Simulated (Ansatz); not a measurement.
`CBCN` → B• + 2 C• + 8 H• + N•  (atomization)

Program: Ansatz. Geometries: PBE0-D4/def2-TZVP. ΔE: electronic, gas phase. CCSD(T)/CBS is the MP2 limit (def2-TZVPP, def2-QZVPP) plus CCSD(T) − MP2 in def2-TZVPP, frozen cores. This one scheme is used for every species, atoms too. Functionals use def2-TZVPP. Open shells (•) are unrestricted, without spin–orbit coupling. Spin–orbit coupling would lower the free atoms: a little for B, C. One conformer a species, not always the lowest.

What is ΔE at CCSD(T)/CBS? (Estimate.)

Ansatz gave: +45.82 eV.

What do these levels give: LDA (SPW92), PBE0, r2SCAN0, CAM-B3LYP, LC-ωPBE, MP2/def2-QZVPP? (An estimate is asked.)

Computed: LDA (SPW92) 52.09, PBE0 46.06, r2SCAN0 45.52, CAM-B3LYP 46.21, LC-ωPBE 45.94, MP2/def2-QZVPP 45.75 eV.

Largest T1 diagnostic among the species: 0.014.

From BLYP to BHLYP (50 % exact exchange), in def2-TZVPP and without D4, ΔE moves by −0.65 eV: exact exchange takes away binding that semilocal exchange gives to molecules. At CCSD(T), def2-SVP lies −2.16 eV from the extrapolated value and def2-TZVPP −1.07 eV: correlation converges slowly with the basis, and small sets miss more of it in the bonded molecule than in its fragments.

For atomizations the MP2-based limit and the directly extrapolated one differ by several kJ/mol either way, and by 10 to 25 for some Ge, Se and Sn compounds, so smaller differences from it don't rank the levels.
